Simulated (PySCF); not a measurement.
# Core-level binding energies of `CC#CC[SeH]`

C4H6Se.
Geometry (PBE0-D3(BJ)/def2-SVP, Å), atoms numbered from 1 in this order:
```xyz
11
C4H6Se angstrom
C     -2.2970   -0.0435    0.2922
C     -0.8543    0.1250    0.3335
C      0.3494    0.2711    0.3637
C      1.7876    0.4175    0.3974
Se     2.7103   -0.3284   -1.1798
H     -2.8058    0.9207    0.1379
H     -2.6754   -0.4773    1.2310
H     -2.5933   -0.7134   -0.5303
H      2.2203   -0.0437    1.2971
H      2.0826    1.4786    0.3993
H      2.1845   -1.6867   -0.9781
```

Theory: delta-SCF UKS SCAN, pcX-2 on the ionised atom, pcseg-1 elsewhere, spin-free X2C in PySCF 2.14.0. Each binding energy is the total energy of the core-ionised species, with the hole localised on one atom, minus that of the ground state; both are solved self-consistently, so orbital relaxation is included.

**Question.** What binding energy does each computed site have?

**Answer.** 
```
atom(s)              bonded to  level  binding energy (eV)  above the level's lowest (eV)  count
     C1              C and 3 H   C 1s               291.58                          +1.48      1
     C2  C (triple bond) and C   C 1s               290.10                           0.00      1
     C3  C (triple bond) and C   C 1s               290.12                          +0.02      1
     C4          C, Se and 2 H   C 1s               291.79                          +1.69      1
```

Lowest listed C 1s: C2, bonded to C (triple bond) and C. Highest, 1.69 eV above it: C4, bonded to C, Se and 2 H. The widest gap between neighbouring values is 1.46 eV, between 290.12 and 291.58 eV. Summing the Pauling electronegativity differences to the bonded atoms, each weighted by its formal bond order, gives 0.00 for the lowest site and -0.70 for the highest; the largest sum, 0.00, belongs to C3, 1.67 eV below the top. The smallest sum, -1.05, belongs to C1, 1.48 eV above the lowest. The values 290.10 and 290.12 eV lie too close for their order to be trusted.

**Question.** Which photon energy gives electrons from C 1s of C3 a kinetic energy of 150 eV, and what is their de Broglie wavelength?

**Answer.** hν = 290.12 + 150 = 440.12 eV, recoil neglected; λ = 12.264 Å/√(E/eV) = 1.00 Å.

**Question.** What is the longest wavelength that can ionise C 1s of C3 vertically?

**Answer.** λ = hc/E = 12398.42 eV Å / 290.12 eV = 42.735 Å.

No level of selenium is listed. Geometry: PBE0-D3(BJ)/def2-SVP, one conformer, isolated molecule.
